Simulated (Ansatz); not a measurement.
Relaxation of a periodic cell of 30 atoms, H2CSO (contents 6 H2 + 6 OCS, density as packed 0.91 g/cm³ with natural masses), to a largest force component of 0.3 eV/Å in at most 15 steps.

These are results of DFT PBE, scalar-relativistic, plane waves, PAW in Ansatz 0.2.0, not measurements. Settings: accuracy low, cutoff 420 eV, k mesh 1x1x1, fermi-dirac smearing 0.05 eV, no spin polarisation.

```xyz
30
Lattice="8.7850 0.0000 0.0000 0.0000 8.7850 0.0000 0.0000 0.0000 8.7850" Properties=species:S:1:pos:R:3
H 3.985 7.865 6.748
H 3.369 7.986 7.135
H 7.919 0.259 1.692
H 7.917 0.237 0.955
H 3.261 5.228 0.273
H 2.556 5.128 0.082
H 7.545 0.260 4.687
H 7.932 0.877 4.804
H 5.752 7.038 3.899
H 5.480 7.303 3.267
H 2.805 7.842 1.692
H 2.383 8.363 1.999
O 9.507 5.731 5.838
C 8.474 6.243 6.086
S 7.103 6.922 6.414
O 3.994 0.995 2.014
C 3.721 1.374 3.097
S 3.358 1.876 4.534
O 6.474 4.163 0.630
C 7.576 3.812 0.861
S 9.039 3.347 1.168
O 0.690 -0.237 7.822
C 1.473 0.642 7.768
S 2.514 1.809 7.696
O 6.922 3.580 4.369
C 7.618 3.165 5.225
S 8.543 2.614 6.362
O 2.799 6.363 4.397
C 3.594 5.630 3.928
S 4.651 4.657 3.305
```

Where does it end, and by what steps?

The run converged. The threshold is loose, so the end isn't yet a minimum. The force dipped under the threshold on the way, but the program's further checks kept it going. Limits of this set-up: coarse k mesh, low accuracy level. After 13 steps the energy has fallen by 1.447 eV; H8 moved furthest, 1.46 Å.

```
step  energy less start (eV)  largest force component (eV/Å)  accepted
   0                  0.0000                           1.091       yes
   1                 -0.5823                           0.759       yes
   2                 -0.8571                           1.577       yes
   3                 -1.0507                           1.228       yes
   4                 -1.1821                           0.419       yes
   5                 -1.2415                           0.327       yes
   6                 -1.2832                           0.551       yes
   7                 -1.3232                           0.667       yes
   8                 -1.3667                           0.382       yes
   9                 -1.3931                           0.496       yes
  10                 -1.4073                           0.691       yes
  11                 -1.4257                           0.462       yes
  12                 -1.4470                           0.215       yes
  13                 -1.4470                           0.215       yes
```

```xyz
30
Lattice="8.7850 0.0000 0.0000 0.0000 8.7850 0.0000 0.0000 0.0000 8.7850" Properties=species:S:1:pos:R:3
H 4.117 8.025 6.536
H 3.895 7.521 7.058
H 7.698 0.386 1.489
H 7.748 0.079 0.805
H 3.670 5.475 -0.050
H 3.061 5.484 -0.489
H 8.279 -0.270 3.985
H 8.940 0.050 4.147
H 6.210 7.150 3.945
H 6.180 7.374 3.228
H 2.281 7.614 1.348
H 1.809 7.966 1.814
O 9.511 5.857 6.943
C 8.408 6.231 7.016
S 6.919 6.716 7.112
O 4.760 0.833 2.255
C 4.027 1.074 3.134
S 3.043 1.404 4.312
O 6.053 3.814 0.883
C 7.194 3.943 1.093
S 8.731 4.117 1.366
O 1.216 0.368 7.683
C 2.064 1.145 7.888
S 3.194 2.193 8.156
O 6.443 3.312 4.149
C 7.006 2.959 5.110
S 7.767 2.486 6.393
O 2.275 6.851 4.466
C 2.838 6.012 3.880
S 3.612 4.900 3.094
```

Whether the end is a true minimum wasn't checked by a vibrational analysis.

The run took 59 s on 1 CPU thread of a shared host.
